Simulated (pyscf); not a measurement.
O=C•–SiH₃, doublet

Gas-phase minimum from PySCF at ωB97X-D3(BJ)/def2-SVP, one conformer. Other isomers of O=C•–SiH₃ were not searched in full and may lie lower. 

SMILES: O=[C][SiH3]
```xyz
6

O      1.6342    -1.4210    -0.8612
C      1.0014    -0.4605    -1.1144
Si    -0.1008     0.6895    -0.0157
H     -1.4449     0.6394    -0.6486
H     -0.1804     0.3063     1.4256
H      0.4976     2.0415    -0.1686
```
Charge 0, spin multiplicity 2.

Bond lengths (Å): O1–C2 1.178, C2–Si3 1.935, Si3–H4 1.486, Si3–H5 1.493, Si3–H6 1.486. Angles (°): O1–C2–Si3 132.0, C2–Si3–H4 104.7, C2–Si3–H5 115.2, C2–Si3–H6 104.6, H4–Si3–H5 110.7, H4–Si3–H6 110.5, H5–Si3–H6 110.7.

Properties at ωB97X-D3(BJ)/def2-SVP:

```yaml
harmonic_wavenumbers_unscaled: 122, 244, 528, 607, 638, 914, 948, 953, 1998, 2241, 2286, 2291 cm⁻¹
zero_point_energy: 19.7 kcal/mol
rotational_symmetry_number: 1
Entropy of this conformer at 298 K and 1 atm, rigid rotor and harmonic oscillator, modes under 100 cm⁻¹ raised to 100: 289.3 J/(mol K)
dipole_moment: 1.88 D
Spin expectation value S2: 0.753
```

Single-point totals, which compare only within one level (frozen core for MP2 and CC):

```
level                   total energy (hartree)
----------------------  ----------------------
ωB97X-D3(BJ)/def2-TZVP              -404.66461
PBE/def2-TZVP                       -404.33264
r²SCAN/def2-TZVP                    -404.52540
B3LYP-D3(BJ)/def2-TZVP              -404.64578
PBE0-D3(BJ)/def2-TZVP               -404.36178
M06-2X/def2-TZVP                    -404.53775
ωB97M-D3(BJ)/def2-TZVP              -404.68064
UHF/def2-TZVPP                      -403.41505
MP2/def2-TZVPP                      -403.90018
CCSD/def2-TZVPP                     -403.92758
CCSD(T)/def2-TZVPP                  -403.94963
```

Soft torsions are taken as harmonic, which can shift the entropy by several J/(mol K). The CCSD(T) − MP2 part came from Ansatz, without density fitting, on the same reference.
